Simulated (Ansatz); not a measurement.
`OBN([SiH3])[SiH3]` → `[BH]O`• + `[SiH3][N][SiH3]`•  (homolysis of the B–N bond)

Computed with Ansatz on PBE0-D4/def2-TZVP structures; ΔE is electronic, products minus reactants. CCSD(T)/CBS is the MP2 limit (def2-TZVPP, def2-QZVPP) plus CCSD(T) − MP2 in def2-TZVPP, frozen cores. This one scheme is used for every species. Functionals use def2-TZVPP. B3LYP here is the variant with VWN-RPA as its local correlation; programs differ in this. Open shells (•) are unrestricted, without spin–orbit coupling. Each species was taken in one conformer, which may not be the lowest.

```tsv
level	ΔE (eV)	difference from CCSD(T)/CBS
B2PLYP	5.88	-0.27
PBE	5.68	-0.47
PBE0	5.80	-0.35
B3LYP	5.61	-0.54
SCS-MP2/def2-TZVPP	6.23	0.08
CCSD(T)/def2-TZVPP	6.04	-0.11
MP2/def2-QZVPP	6.44	0.29
SCS-MP2/def2-QZVPP	6.29	0.14
HF/CBS(def2)	4.68	-1.47
MP2/CBS(def2)	6.48	0.33
CCSD(T)/CBS	6.15	0
```

Largest T1 diagnostic among the species: 0.018.

In def2-TZVPP, CCSD(T) changes the Hartree–Fock value by +1.35 eV (the triples alone add +0.11 eV) and MP2 by +1.69 eV; breaking electron pairs costs correlation energy, which Hartree–Fock lacks. From PBE to PBE0 (25 % exact exchange), in def2-TZVPP and without D4, ΔE moves by +0.12 eV. The D4 term adds +0.19 eV with B3LYP and +0.10 eV with PBE0; it sums over pairs of atoms, weighted by their polarisabilities, and B3LYP, whose exchange is more repulsive, gets the larger term.
